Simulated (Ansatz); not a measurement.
Reaction (atomization): `N[SiH](O)[SiH2][SiH3]` → 9 H• + N• + O• + 3 Si•

Calculated with Ansatz (gas phase, PBE0-D4/def2-TZVP geometries, no zero-point term in ΔE). CCSD(T)/CBS is the MP2 limit (def2-TZVPP, def2-QZVPP) plus CCSD(T) − MP2 in def2-TZVPP, frozen cores. This one scheme is used for every species, atoms too. Functionals use def2-TZVPP. B3LYP here is the variant with VWN-RPA as its local correlation; programs differ in this. Open shells (•) are unrestricted, without spin–orbit coupling. Spin–orbit coupling would lower the free atoms: a little for O, Si. Each species was taken in one conformer, which may not be the lowest.

```csv
level,ΔE (kJ/mol),difference from CCSD(T)/CBS
PBE-D4,4527.8,-18.6
r2SCAN-D4,4521.5,-24.9
PBE0-D4,4479.6,-66.8
B3LYP-D4,4531.9,-14.5
ωB97X-V,4570.2,23.8
ωB97M-V,4538.4,-8.0
B2PLYP,4465.5,-80.9
PBE,4494.9,-51.5
r2SCAN,4513.1,-33.3
PBE0,4451.3,-95.1
B3LYP,4478.9,-67.5
HF/def2-TZVPP,3290.6,-1255.8
MP2/def2-TZVPP,4413.7,-132.7
SCS-MP2/def2-TZVPP,4450.3,-96.1
CCSD/def2-TZVPP,4355.5,-190.9
CCSD(T)/def2-TZVPP,4407.9,-138.5
HF/def2-QZVPP,3300.9,-1245.5
MP2/def2-QZVPP,4496.7,-49.7
SCS-MP2/def2-QZVPP,4544.7,-1.7
HF/CBS(def2),3302.5,-1243.9
MP2/CBS(def2),4552.1,5.7
CCSD/CBS(def2),4494.0,-52.4
CCSD(T)/CBS,4546.4,0
```

Largest T1 diagnostic among the species: 0.013.

In def2-TZVPP, CCSD(T) changes the Hartree–Fock value by +1117.4 kJ/mol (the triples alone add +52.4 kJ/mol) and MP2 by +1123.2 kJ/mol; breaking electron pairs costs correlation energy, which Hartree–Fock lacks. The D4 term adds +53.0 kJ/mol with B3LYP and +28.3 kJ/mol with PBE0; it sums over pairs of atoms, weighted by their polarisabilities, and B3LYP, whose exchange is more repulsive, gets the larger term.

For atomizations the MP2-based limit and the directly extrapolated one differ by several kJ/mol either way, and by 10 to 25 for some Ge, Se and Sn compounds, so smaller differences from it don't rank the levels.
